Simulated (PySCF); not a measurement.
## Electron correlation in Mo (molybdenum, neutral)

[Kr] 4d5 5s1, high-spin 7S determinant. Calculation: PySCF 2.14, in def2-QZVPPD with the def2 core potential (28 electrons) (7s5p4d3f2g, 81 functions); a scalar-relativistic core potential. Frozen: nothing; 14 electrons correlated.

| level | correlation energy (mhartree) |
| --- | --- |
| CCSD | -401.58 |
| (T) | -12.97 |
| CCSD(T) | -414.55 |

Diagnostics: T1 = 0.011, D1 = 0.0547, largest double amplitude 0.018.

Question: Is a single reference adequate?

Answer: Yes, within this model without spin-orbit coupling: T1 lies below 0.03 and no double amplitude reaches 0.07.

The basis has no tight functions for the innermost shells, so their pair energies are far from complete.

This basis was not built for core-valence correlation, so the inner-shell part is incomplete.
